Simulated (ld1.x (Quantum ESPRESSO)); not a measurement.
Rb: one change to a TM potential, before and after

```
Element                 : rubidium (Rb)
Generator               : ld1.x (Quantum ESPRESSO) 7.5
Type                    : norm-conserving Troullier–Martins (Kleinman–Bylander form)
Functional              : PBE
Relativity              : non-relativistic
Frozen core             : [Ar] 3d10 4s2
Valence charge          : 7
Reference configuration : 4p6 4d0 5s0 5p0 (charge +1)
Partial waves           : 4p (bound): rc 2.20 bohr; 4d (bound, empty): rc 3.15 bohr; 5s (bound, empty): rc 4.10 bohr
Local potential         : the s channel
Core correction         : a·sin(br)/r model core inside 2.25 bohr
```

All-electron outer shells of the reference configuration (PBE, non-relativistic, ld1.x):

| shell | level (eV) | outermost node (bohr) | outermost maximum (bohr) |
| --- | --- | --- | --- |
| 4s | -36.48 | 0.63 | 1.29 |
| 4p | -21.65 | 0.65 | 1.44 |
| 5s | -5.93 | 1.80 | 3.82 |
| 4d | -3.87 | 0.69 | 2.53 |
| 5p | -3.59 | 2.14 | 4.78 |

Change: all radii but the core radius scaled by about 1.41 (s 5.76, p 3.10, d 4.42 bohr).

Cutoffs: the cutoffs (Ry, on a coarse ladder) from which the occupation-weighted sum of valence levels, in a spherical-Bessel basis at the reference potential, stays within 10 and 1 mRy of its value at 400 Ry; they do not see the model core or the augmentation charge, which bear on the density cutoff. Errors are all-electron minus pseudo energies relative to the spin-unpolarised reference configuration.

Problem. Predict the effect on cutoff, ghosts and configuration errors.

Solution. The potential gets softer (15 Ry and 30 Ry → 15 Ry and 21 Ry); of the 6 tests that both files solve, the error grows in 2 and shrinks in 1 by more than 15 % and 0.3 meV (median size 3.2 → 3.8 meV); neither file shows a bound ghost. A larger radius leaves more room for a smooth pseudo-wave, so fewer plane waves are needed.

```csv
quantity,base,changed
"cutoff, loose",15 Ry,15 Ry
"cutoff, tight",30 Ry,21 Ry
bound ghosts,none,none
"error for 4p6 4d0 5s1 5p0, meV [ΔE -4.08 eV]",+2.4,+2.6
"error for 4p6 4d0 5s0.5 5p0, meV [ΔE -2.53 eV]",+0.3,-3.3
"error for 4p6 4d0 5s0 5p1, meV [ΔE -2.63 eV]",-135,-115
"error for 4p6 4d0.5 5s0.5 5p0, meV [ΔE -3.01 eV]",-0.7,+1.7
"error for 4p5 4d0 5s1 5p0, meV [ΔE 17.12 eV]",-285,-84
"error for 4p6 4d1 5s0 5p0, meV [ΔE -1.94 eV]",-3.9,+4.4
```
